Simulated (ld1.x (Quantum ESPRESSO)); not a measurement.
Gd, ultrasoft: configuration errors across variants

Gd (Z = 64), ultrasoft, made with ld1.x (Quantum ESPRESSO) 7.5 (LDA (PZ), scalar-relativistic). Core [Kr] 4d10, reference 4f7 5s2 5p6 5d1 6s2 6p0. Waves: 5s (bound): rcut 2.00, rcutus 2.20 bohr; 6s (bound): rcut 2.00, rcutus 2.20 bohr; 5p (bound): rcut 2.30, rcutus 2.70 bohr; 6p (bound, empty): rcut 2.30, rcutus 2.70 bohr; 5d (bound): rcut 2.90, rcutus 3.90 bohr; 5d channel at 0.8 Ry: rcut 2.90, rcutus 3.90 bohr; 4f (bound): rcut 0.90, rcutus 1.10 bohr; 4f channel at 0.65 Ry: rcut 0.90, rcutus 1.10 bohr. Local part: all-electron potential smoothed inside 0.90 bohr (lloc = -2). Core correction: Bessel-smoothed model core, default radius (core density twice the valence density). Augmentation charge: PSQ, radius 0.80 bohr.

All-electron excitation energies from the reference (eV): (1) 4f7 5s2 5p6 5d1 6s1 6p0 6.856; (2) 4f7 5s2 5p6 5d1 6s0 6p0 19.233; (3) 4f7 5s2 5p6 5d0 6s0 6p0 39.279; (4) 4f8 5s2 5p6 5d0 6s2 6p0 -3.814; (5) 4f7 5s1 5p6 5d1 6s2 6p0 55.503; (6) 4f7 5s2 5p6 5d1 6s1.5 6p0 2.768.

The default core radius of the base comes out at 0.83 bohr.

The overlap operator is not positive definite (basis up to 400 Ry) in “base”, “core correction none”, “core correction Bessel-smoothed model core inside 0.56 bohr”, “core correction Bessel-smoothed model core inside 0.78 bohr”, “core correction Bessel-smoothed model core inside 0.90 bohr”, “core correction Bessel-smoothed model core inside 1.12 bohr”. Such files are unfit for use, however small their errors in these radial tests.

Tests that are not counted but printed errors over 1 eV. “base”: 4f6 5s2 5p6 5d0 6s0 6p0 (solver errors, printed error -2447 eV). “core correction none”: 4f6 5s2 5p6 5d0 6s0 6p0 (solver errors, printed error -1852 eV). “core correction Bessel-smoothed model core inside 0.56 bohr”: 4f6 5s2 5p6 5d0 6s0 6p0 (solver errors, printed error -1892 eV). “core correction Bessel-smoothed model core inside 0.78 bohr”: 4f6 5s2 5p6 5d0 6s0 6p0 (solver errors, printed error -2028 eV). “core correction Bessel-smoothed model core inside 0.90 bohr”: 4f6 5s2 5p6 5d0 6s0 6p0 (solver errors, printed error -1892 eV).

A true bound ghost makes a file unfit for plane-wave use even where its test errors are small: the radial tests pick states by their node count and pass the ghost by. Where a test does run into it, the solver fails or the error is huge.

Errors AE − PS in meV (a dash: test not solved or not reliable):

| change | (1) | (2) | (3) | (4) | (5) | (6) | bound ghosts |
| --- | --- | --- | --- | --- | --- | --- | --- |
| base | -2.9 | -15 | -114 | -933 | -480 | -0.7 | s (p not tested, overlap not positive) |
| core correction none | -2.0 | -8.4 | -106 | -873 | -392 | -0.6 | s (p not tested, overlap not positive) |
| core correction Bessel-smoothed model core inside 0.56 bohr | -2.8 | -14 | -113 | -930 | -476 | -0.8 | s (p not tested, overlap not positive) |
| core correction Bessel-smoothed model core inside 0.78 bohr | -2.9 | -15 | -114 | -933 | -480 | -0.8 | s (p not tested, overlap not positive) |
| core correction Bessel-smoothed model core inside 0.90 bohr | -2.8 | -14 | -113 | -931 | -478 | -0.8 | s (p not tested, overlap not positive) |
| core correction Bessel-smoothed model core inside 1.12 bohr | -2.7 | -13 | -112 | – | – | – | s (p not tested, overlap not positive) |

Problem. Give the same row for: core correction Bessel-smoothed model core inside 1.24 bohr.

Solution. -2.5, -12, -111, –, –, –; bound ghosts: s (p not tested, overlap not positive). Its overlap operator is not positive definite in a basis up to 400 Ry (lowest eigenvalue p -0.66), so the file is unfit for use: the generalised eigenproblem breaks down once the basis is large enough, and its test numbers describe a broken file.
